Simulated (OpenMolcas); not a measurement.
# Lu: effect of correlating more closed shells

- Program: OpenMolcas 26.06
- Basis: ANO-RCC-VTZP [8s7p5d3f2g1h]
- Scalar Hamiltonian: DKH2, point nucleus
- Active space: 3 electrons in 6 orbitals (5d 6s)
- State averaging: 2S+1 = 2 even, 29 roots; 2S+1 = 4 even, 10 roots kept (CI in the orbitals of an earlier block)
- Spin-orbit coupling: RASSI with atomic mean-field integrals over the reference wave functions, term energies averaged over their components

Methods on the same reference wave functions:
A. CASSCF
B. MS-CASPT2, IPEA 0.25 Eh, imaginary shift 0.1 Eh (closed shells correlated: none)
C. MS-CASPT2, IPEA 0.25 Eh, imaginary shift 0.1 Eh (closed shells correlated: 5s 5p)

Energies in cm⁻¹ above 5d 6s² ²D_3/2, the measured ground level; measured values from NIST Handbook of Basic Atomic Spectroscopic Data.

| Level | A | B | C | Measured |
| --- | --- | --- | --- | --- |
| 5d 6s² ²D_3/2 | 0.0 | 0.0 | 0.0 | 0.0 |
| 5d 6s² ²D_5/2 | 1899 | 1956 | 1959 | 1994 |
| 5d² 6s ⁴F_3/2 | 14461 | 17350 | 17660 | 18851 |
| 5d² 6s ⁴F_5/2 | 15160 | 18050 | 18360 | 19403 |
| 5d² 6s ⁴F_7/2 | 16145 | 19080 | 19390 | 20247 |
| 5d² 6s ⁴F_9/2 | 17345 | 20280 | 20590 | 21242 |
| 5d² 6s ⁴P_1/2 | 21835 | 23560 | 23710 | 21472 |
| 5d² 6s ⁴P_3/2 | 22187 | 23840 | 24010 | 22468 |
| 5d² 6s ⁴P_5/2 [55 %] | 22557 | 23710 | 24000 |  |
| 5d² 6s ²D_3/2 | 25834 | 25260 | 25700 | 24518 |
| 5d² 6s ²G_7/2 [72 %] | 27310 | 28820 | 29210 |  |
| 5d² 6s ²G_9/2 | 27808 | 28590 | 28930 | 26671 |
| 5d² 6s ²F_7/2 [72 %] | 28809 | 27100 | 27630 |  |
| 5d² 6s ²P_1/2 | 29106 | 28490 | 28740 | 28793 |
| 5d² 6s ²P_3/2 | 30191 | 29580 | 29850 | 29938 |

Deviations, from unrounded energies. A percentage is the sum of absolute deviations over the sum of measured energies, with the sign that they share, or ± where signs differ.

```json
{"Against measurement": "mean absolute deviation (cm-1)", "Levels": "11", "A": "1900", "B": "1100", "C": "1000"}
{"Against measurement": "fine structure of the ground term (%)", "Levels": "1", "A": "-4.8", "B": "-1.9", "C": "-1.8"}
{"Against measurement": "other configurations (%)", "Levels": "10", "A": "±8.7", "B": "±5.0", "C": "±4.8"}
```

C lies closest to measurement on these levels and A furthest from it. The largest miss of C in the table is 5d² 6s ²G_9/2, by +2300 cm-1. The ranking rests on the paired levels alone, and a cruder setting can come out closer through cancelling errors.

Between B and C the level of the table that moves most is 5d² 6s ²F_7/2 [72 %], by 530 cm-1 (lowest in B, highest in C). Moves below CASPT2's spread within the term are not significant.

The mean deviations of B to C differ by less than CASPT2's widest spread within a term (560 cm-1), so their order carries little weight.

The lowest spin-free term lies below A's lowest term by 0.024 hartree in B, 0.226 hartree in C.

What an inner shell adds also hangs on whether the basis holds functions to correlate it.

Term energies are means over components that CASPT2 splits; among the terms shown or strongly mixed into the levels shown the widest spread is 560 cm-1 (5d² 6s ²F, C). Terms from blocks run as CI alone lack orbitals of their own. A single d shell beside an s shell can misplace configurations of different d count against each other. Without dynamic correlation excited terms often stand tens of per cent too high (terms of higher spin than the ground term too low), and those without a measured partner can miss by more than the paired ones (holds for A). Some levels mix across a computed gap that differs much from the measured one, so their mixing is not that of the real levels (holds for B). Computed and measured levels are paired by configuration, term and J; levels that our copy of the source lacks, or whose pairing is in doubt (as where it misses far off the trend of its configuration), stay unpaired and out of the deviations. Levels of configurations outside the active space are missing. The table leaves out levels that lie high or whose names do not pair safely across all columns.

A share in square brackets marks a mixed level and gives the weight of the term that names it, the lowest over the columns.
